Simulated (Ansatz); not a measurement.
Two isomers of C4H8Si: A = `C#CC[SiH2]C`, B = `C#CC(C)[SiH3]`.

Program: Ansatz. Geometries: PBE0-D4/def2-TZVP. ΔE: electronic, gas phase. CBS: MP2 limit from def2 TZ/QZ plus the TZ coupled-cluster correction, frozen cores. Functionals use def2-TZVPP. Each species was taken in one conformer, which may not be the lowest.

Task: Which isomer does CCSD(T)/CBS put lower? Give the gap. (Estimate.)

Result: Ansatz gave: A, by 49.0 kJ/mol.

Task: Give E(B) − E(A) in kJ/mol with CCSD/def2-TZVPP, CCSD(T)/def2-TZVPP, HF/def2-TZVPP, PBE-D4, r2SCAN-D4, B2PLYP, ωB97M-V. (An estimate is asked.)

Result: Ansatz gave: CCSD/def2-TZVPP 47.7, CCSD(T)/def2-TZVPP 47.1, HF/def2-TZVPP 47.9, PBE-D4 50.6, r2SCAN-D4 53.8, B2PLYP 50.1, ωB97M-V 51.7. None reverses the order clearly.

Largest T1 diagnostic: 0.011.
